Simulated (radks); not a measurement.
Results of a calculation; reference values are marked as such.
Valence configurations of Nb (all share [Kr]). Level of theory: Dirac Kohn-Sham, PBEsol, spin-unpolarised, spherical densities, point nucleus; open shells fill j = l - 1/2 first (a radial shooting solver on a logarithmic mesh with Libxc functionals). Energies are relative to 4d4 5s1; eigenvalues in eV.

| valence | E (eV) | e(4d3/2) | e(4d5/2) | e(5p1/2) | e(5s1/2) |
|---|---|---|---|---|---|
| 4d3 5s2 | -0.479 | -4.697 | - | - | -4.697 |
| 4d4 5s1 | 0.000 | -3.076 | - | - | -3.987 |
| 4d4.5 5s0.5 | 0.617 | -2.447 | -2.303 | - | -3.695 |
| 4d3 5s1.5 5p0.5 | 1.128 | -5.260 | - | -1.835 | -5.084 |
| 4d5 | 1.381 | -1.938 | -1.802 | - | - |
| 4d4 5s0.5 5p0.5 | 1.440 | -3.635 | - | -1.478 | -4.390 |
| 4d3 5s1 5p1 | 2.768 | -5.791 | - | -2.124 | -5.436 |
| 4d4 5p1 | 2.911 | -4.157 | - | -1.783 | - |
| 4d3 5s0.5 5p1.5 | 4.440 | -6.296 | - | -2.388 | -5.760 |
| 4d2 5s1.5 5p1.5 | 5.564 | -8.265 | - | -2.771 | -6.514 |

NIST lists [Kr] 4d4 5s1 as the ground configuration; this level of theory puts 4d3 5s2 lower, by 0.479 eV. The energies are those of spherical spin-averaged densities, not of single terms.
